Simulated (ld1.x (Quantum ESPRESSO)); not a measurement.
nitrogen (N), ultrasoft: configuration errors across variants

```
Element                 : N
Generator               : ld1.x (Quantum ESPRESSO) 7.5
Type                    : ultrasoft
Functional              : BP86
Relativity              : non-relativistic
Frozen core             : [He]
Valence charge          : 5
Reference configuration : 2s1.5 2p3.5
Partial waves           : 2s (bound): rcut 0.85, rcutus 1.05 bohr; 2s channel at 2.55 Ry: rcut 0.85, rcutus 1.05 bohr; 2p (bound): rcut 1.10, rcutus 1.45 bohr; 2p channel at 4.55 Ry: rcut 1.10, rcutus 1.45 bohr
Local potential         : all-electron potential smoothed inside 1.15 bohr (lloc = -2)
Core correction         : none
Augmentation charge     : built from norm-conserving waves at rcut, not smoothed further
```

All-electron excitation energies from the reference (eV): (1) 2s2 2p2 7.949; (2) 2s2 2p1 36.877; (3) 2s1 2p4 5.742; (4) 2s2 2p2.5 -0.594; (5) 2s1 2p0 161.834; (6) 2s1 2p3 19.714.

Errors AE − PS in meV (a dash: test not solved or not reliable):

```tsv
change	(1)	(2)	(3)	(4)	(5)	(6)	bound ghosts
base	-47	-120	+2.5	-7.6	+560	-90	not determined
waves 2p (bound): rcut 0.92, rcutus 0.98 bohr; 2p channel at 4.55 Ry: rcut 0.92, rcutus 0.98 bohr	+8.6	+46	+2.5	+4.2	+459	+1.3	none
waves 2p (bound): rcut 1.10, rcutus 1.22 bohr; 2p channel at 4.55 Ry: rcut 1.10, rcutus 1.22 bohr	-23	-48	+2.5	-1.7	+560	-53	not determined
waves 2p (bound): rcut 1.10, rcutus 1.38 bohr; 2p channel at 4.55 Ry: rcut 1.10, rcutus 1.38 bohr	-37	-91	+2.5	-5.2	+560	-74	not determined
waves 2p (bound): rcut 1.10, rcutus 1.54 bohr; 2p channel at 4.55 Ry: rcut 1.10, rcutus 1.54 bohr	-63	-163	+2.5	-12	+560	-114	not determined
waves 2p (bound): rcut 1.10, rcutus 1.76 bohr; 2p channel at 4.55 Ry: rcut 1.10, rcutus 1.76 bohr	-182	-399	+1.2	-49	+560	-283	not determined
waves 2p (bound): rcut 1.10, rcutus 1.94 bohr; 2p channel at 4.55 Ry: rcut 1.10, rcutus 1.94 bohr	-184	-432	+0.7	-49	+560	-291	not determined
```

Q: Give the same row for: waves 2p (bound): rcut 1.10, rcutus 2.10 bohr; 2p channel at 4.55 Ry: rcut 1.10, rcutus 2.10 bohr.

A: -444, -921, –, -144, +560, -679; bound ghosts: not determined. Not counted: 2s1 2p4 (solver errors, printed error -251 eV).
